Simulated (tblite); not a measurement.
Species: C₇H₁₀Si.
Bonds: C1–C2 (double), C2–C3, C3–C4, C4–C5 (double), C5–C6, C6–C7 (double), C7–Si8, C4–Si8. Hydrogens: H9, H10 on C1; H11 on C2; H12, H13 on C3; H14 on C5; H15 on C6; H16 on C7; H17, H18 on Si8.

Computed geometry: GFN2-xTB, gas phase.

(1) What internal coordinates does the optimisation give?

Results:

(1) 
```json
{"bond": "C1=C2", "length (Å)": "1.319", "order": "double"}
{"bond": "C2–C3", "length (Å)": "1.499", "order": "single"}
{"bond": "C3–C4", "length (Å)": "1.496", "order": "single"}
{"bond": "C4=C5", "length (Å)": "1.341", "order": "double"}
{"bond": "C5–C6", "length (Å)": "1.455", "order": "single"}
{"bond": "C6=C7", "length (Å)": "1.339", "order": "double"}
{"bond": "C7–Si8", "length (Å)": "1.884", "order": "single"}
{"bond": "C4–Si8", "length (Å)": "1.895", "order": "single"}
{"bond": "C1–H9", "length (Å)": "1.077", "order": "single"}
{"bond": "C1–H10", "length (Å)": "1.078", "order": "single"}
{"bond": "C2–H11", "length (Å)": "1.082", "order": "single"}
{"bond": "C3–H12, C3–H13", "length (Å)": "1.094", "order": "single"}
{"bond": "C5–H14", "length (Å)": "1.082", "order": "single"}
{"bond": "C6–H15", "length (Å)": "1.082", "order": "single"}
{"bond": "C7–H16", "length (Å)": "1.077", "order": "single"}
{"bond": "Si8–H17, Si8–H18", "length (Å)": "1.463", "order": "single"}
```

Bonds in one row agree within 0.01 Å and their mean is given. Orders are formal, as drawn. A selection of angles:
```json
{"angle": "C1–C2–C3", "degrees": "124.7"}
{"angle": "C2–C3–C4", "degrees": "109.3"}
{"angle": "C3–C4–C5", "degrees": "124.6"}
{"angle": "C3–C4–Si8", "degrees": "126.4"}
{"angle": "C5–C4–Si8", "degrees": "108.9"}
{"angle": "C4–C5–C6", "degrees": "116.4"}
{"angle": "C5–C6–C7", "degrees": "116.4"}
{"angle": "C6–C7–Si8", "degrees": "109.3"}
{"angle": "C4–Si8–C7", "degrees": "88.9"}
```

Dihedral angles: C1–C2–C3–C4 -115° (anticlinal); C2–C3–C4–C5 -107° (anticlinal); C3–C4–C5–C6 178° (antiperiplanar); C4–C5–C6–C7 -1° (synperiplanar); C5–C6–C7–Si8 0° (synperiplanar); C6–C7–Si8–C4 0° (synperiplanar); C3–C4–Si8–C7 -178° (antiperiplanar). The mirror-image conformer, all signs reversed, is as good.

The 5-membered ring C4–C5–C6–C7–Si8 has internal angles of 88.9° to 116.4° (sum 540°, against 540° for a flat polygon); it is planar, 0.00 Å rms from its mean plane, widest ring torsion 1°. Of the pairs four or more bonds apart, H10···H13 is among the closest relative to their van der Waals radii: 2.42 Å, 101 % of the sum of Bondi's values. The 6 C–C bonds span 1.319 Å (C1=C2, drawn double) to 1.499 Å (C2–C3, drawn single), a spread of 0.180 Å. Si8 (SiH2 silicon) has angles from 88.9° to 114.1°.

Point group: C1 (no symmetry element, even within 0.4 Å). Its GFN2-xTB frequencies are all real (lowest 28 cm⁻¹). One conformer, not necessarily the lowest. 3 starts were optimised and ended at 0.00, 0.02 and 6.71 kcal/mol (GFN2-xTB); the lowest of these is shown.

The run took 1.2 s of wall time on Intel Xeon at 2.50 GHz, one thread, no GPU, shared host with 64 logical CPUs at a one-minute load of 11. That covers the optimisation of the geometry.
